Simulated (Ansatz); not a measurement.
Stretching the Br1–H2 bond in HBr (multiplicity 1 held). Energies count from the point at 1.425 Å.


U- levels take the lowest unrestricted solution at each point, which mixes spins at long bonds. Active spaces are followed from rest. Full CI gives the lowest state of the spin. Levels need not reach the same state.

Cores are frozen in the correlated methods. Filled d and f shells under p-block atoms count as core.

The values were computed with Ansatz (Gaussian basis) for Hartree–Fock, density functionals and correlated methods. Values without a source in brackets are computed.

### Question
Estimate the energy at R = 5.699 Å that U-SCS-MP2/cc-pVDZ returns for this input.

### Answer
3.70 eV

Doubts at one or more of the structures used: a spin-contaminated determinant (U-SCS-MP2/cc-pVDZ).

Ansatz is a program for electronic structure.
